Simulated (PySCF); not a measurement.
# `C=C(Cl)C1=CC12CC2`, C7H7Cl

Geometry:
```tsv
atom	x (Å)	y (Å)	z (Å)
C1	2.365	-0.436	-0.744
C2	1.817	-0.664	0.450
Cl3	2.766	-1.341	1.747
C4	0.466	-0.393	0.777
C5	-0.538	-0.402	1.638
C6	-0.838	0.139	0.299
C7	-1.398	1.349	-0.339
C8	-1.791	-0.045	-0.815
H9	3.395	-0.657	-0.951
H10	1.770	-0.018	-1.537
H11	-0.904	-0.629	2.609
H12	-0.766	1.945	-0.981
H13	-2.137	1.928	0.195
H14	-2.792	-0.390	-0.598
H15	-1.420	-0.377	-1.773
```

Computed, not measured: GIAO B3LYP/pcSseg-1 magnetisability, rotational g tensor and spin-rotation constants, non-relativistic, gas phase (PySCF). Geometry: GFN2-xTB.

Give the nuclear spin-rotation constants along the inertial axes (H = +C I·J) beside the isotropic shieldings.

Rotational constants 4.1945, 0.9490, 0.8256 GHz. A star marks the isotopologue with that one atom substituted, in its own axes.
| atom | isotope | Caa (kHz) | Cbb (kHz) | Ccc (kHz) | mean (kHz) | σ (ppm) |
| --- | --- | --- | --- | --- | --- | --- |
| Cl3 | 35Cl | 0.674 | 0.317 | 0.287 | 0.426 | 672.6 |
| H9 | 1H | 0.166 | -0.045 | -0.098 | 0.008 | 26.0 |
| H10 | 1H | 0.176 | -0.052 | -0.100 | 0.008 | 26.4 |
| H11 | 1H | -0.427 | 0.111 | -0.101 | -0.139 | 24.5 |
| H12 | 1H | -0.458 | -0.022 | -0.062 | -0.180 | 31.0 |
| H13 | 1H | -0.225 | -0.073 | -0.067 | -0.121 | 31.2 |
| H14 | 1H | -0.221 | -0.075 | -0.066 | -0.120 | 31.2 |
| H15 | 1H | -0.457 | -0.018 | -0.065 | -0.180 | 31.0 |
| C1 | 13C* | 1.919 | 0.299 | 0.134 | 0.784 | 55.2 |
| C2 | 13C* | 2.161 | 0.286 | 0.171 | 0.873 | 37.2 |
| C4 | 13C* | 2.214 | 0.281 | 0.117 | 0.871 | 51.2 |
| C5 | 13C* | 1.612 | 0.409 | 0.096 | 0.706 | 57.1 |
| C6 | 13C* | 1.151 | 0.151 | 0.052 | 0.451 | 153.0 |
| C7 | 13C* | 0.560 | 0.083 | 0.139 | 0.261 | 176.4 |

For the geometry as given, no vibrational averaging.

How do the rotational constants and the g tensor change when H9, H10, H11, H12, H13, H14, H15 are replaced by deuterium?

Constants 3.4125, 0.8696, 0.7483 GHz; g -0.0304, -0.0096, -0.0008, against -0.0373, -0.0104, -0.0008 before.
